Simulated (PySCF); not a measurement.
B(AsH3)H3.
Cartesian coordinates in Å at the PBE0-D3(BJ)/def2-SVP level; atoms count from 1:
```xyz
8
AsBH6 angstrom
B     -0.004    0.010   -1.196
As     0.003   -0.006    0.852
H      0.767    1.070    1.585
H      0.563   -1.214    1.565
H     -1.313    0.106    1.585
H      1.181   -0.080   -1.468
H     -0.519    1.085   -1.454
H     -0.677   -0.970   -1.468
```

Level of theory: TDDFT wB97X-D/def2-SVPD, vertical, gas phase, core orbitals frozen in the response (PySCF 2.14.0, density-fitted response routines). The wB97X-D/def2-SVPD calculation is non-relativistic and has no spin–orbit coupling, an omission that weighs most on arsenic.

Ground-to-excited transition dipoles (e·a0, same axes as the geometry; the sign carries no meaning), for the states with f of 0.002 or more among the lowest 10:

```tsv
state	E (eV)	μx	μy	μz
S1	7.790	-0.004	0.007	-0.563
S2	7.901	-0.083	-0.124	0.000
S3	7.902	-0.123	0.087	0.003
S4	7.982	-0.047	0.246	0.008
S5	7.984	-0.248	-0.048	0.002
S7	8.201	0.230	0.098	0.001
S8	8.201	0.096	-0.225	-0.004
S9	8.380	0.510	0.304	-0.007
S10	8.381	0.292	-0.506	-0.049
```

(1) Work out the oscillator strengths.

(2) The point group is C3v. Which irreducible representation does each state belong to?

(3) How is the summed strength of these states shared among x, y and z?

(4) What peak molar absorption coefficient would the strongest computed level give as a lone Gaussian band 0.3 eV wide at half height?

Answers

(1) f = (2/3) ΔE |μ|² with ΔE in hartree (27.2114 eV).

| state | \|μ\|² (au) | \|μ\| (D) | f |
| --- | --- | --- | --- |
| S1 | 0.317 | 1.43 | 0.060 |
| S2 | 0.022 | 0.38 | 0.004 |
| S3 | 0.023 | 0.38 | 0.004 |
| S4 | 0.063 | 0.64 | 0.012 |
| S5 | 0.064 | 0.64 | 0.012 |
| S7 | 0.063 | 0.64 | 0.013 |
| S8 | 0.060 | 0.62 | 0.012 |
| S9 | 0.353 | 1.51 | 0.072 |
| S10 | 0.344 | 1.49 | 0.071 |

(2) Polarised along the main axis, so A1: S1. Polarised across the main axis, so E: S2, S3, S4, S5, S7, S8, S9 and S10.

(3) (2/3) Σ ΔE μα² gives 0.100 for x, 0.100 for y and 0.061 for z, 0.262 in all.

(4) ε(max) = 2.175×10⁸ f / FWHM, with the width in cm⁻¹. S9/S10 (f summed): 2.175×10⁸ × 0.1431 / 2420 ≈ 13000 L mol⁻¹ cm⁻¹.

S2/S3, S4/S5, S7/S8 and S9/S10 coincide within about 0.01 eV; within a degenerate level the directions of the single components are arbitrary.

Without π bonds the low states may be Rydberg-like; a valence basis with one diffuse set may place them up to an eV too high.
